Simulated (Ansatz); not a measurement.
Saddle point of TiH2F4, closed shell (TiF₄ ([F][Ti]([F])([F])[F]) + H₂ → TiHF₃ ([F][TiH]([F])[F]) + HF (still joined by a long Ti–F bond); bonds formed: Ti1–H7, F2–H6; bonds broken: H6–H7; bonds weakened to dative contacts: Ti1–F2), PBE0-D4/def2-TZVP structure:

```xyz
7
angstrom
Ti -0.4345 0.0328 0.2139
F 1.0253 0.8058 -1.0589
F -1.6156 0.0310 -1.0571
F -0.3929 1.4538 1.2086
F -1.0005 -1.2063 1.2977
H 1.3463 -0.1384 -0.6398
H 1.0717 -0.9786 0.0356
```

Energies are electronic, without zero-point energy. Barriers and step energies count from the start structure reached by relaxing down the imaginary mode; all methods use the PBE0-D4 structures, on which another method's saddle can fall below an end. Ansatz 0.2.0; basis: def2-TZVPP, with def2-QZVPP for the basis limit; cores frozen in the correlated methods. B3LYP uses VWN-RPA correlation. Extrapolation: Hartree–Fock as exp(−7.88 √X), correlation as X^−2.97.

| method | barrier (kcal/mol) | step energy (kcal/mol) |
| --- | --- | --- |
| SPW92 | 29.44 | 35.73 |
| PBE-D4 | ? | 40.43 |
| BLYP-D4 | ? | 41.90 |
| r2SCAN-D4 | 40.48 | 40.99 |
| B97M-V | 41.11 | 37.46 |
| PBE0-D4 | 40.41 | 37.70 |
| B3LYP-D4 | 43.21 | 39.33 |
| r2SCAN0-D4 | 41.24 | 37.96 |
| BHLYP-D4 | 44.91 | 36.54 |
| CAM-B3LYP-D4 | 42.34 | 38.16 |
| wB97X-V | ? | 38.46 |
| wB97M-V | 42.08 | 36.66 |
| B2PLYP | 43.98 | 40.35 |
| PBE-QIDH | 42.38 | 38.14 |
| RPA on PBE | 42.74 | 37.23 |
| HF | 53.15 | 37.01 |
| MP2 | 44.16 | 40.03 |
| CCSD | 44.69 | 36.16 |
| CCSD(T) | 43.35 | 37.67 |

**Question.** Fill in the withheld barriers. (Judge from chemistry; the value comes from the calculation.)

**Answer.** Computed: BLYP-D4 42.84; wB97X-V 43.10; PBE-D4 38.99 kcal/mol. Each is the energy of the saddle less that of the start structure, by the same method.

For comparison, the barrier by CCSD(T) at an estimated basis limit (MP2 extrapolated from triple and quadruple zeta, plus CCSD(T) − MP2 in triple zeta) is 42.24 kcal/mol.

The T1 diagnostic stays at or below 0.024.

Labels in which every atom is bracketed show which atoms are joined, not bond orders.

For scale, one of the runs: CCSD(T)/def2-TZVPP, 216 basis functions, launched by `ansatz run in.yaml --threads 8 --pin off --events-out ev --progress --plain --max-ram 19148MiB`. The run took 110 s on 8 CPU threads of an Arm Neoverse V1 (shared host), with 3.9 GiB of host memory at its peak.
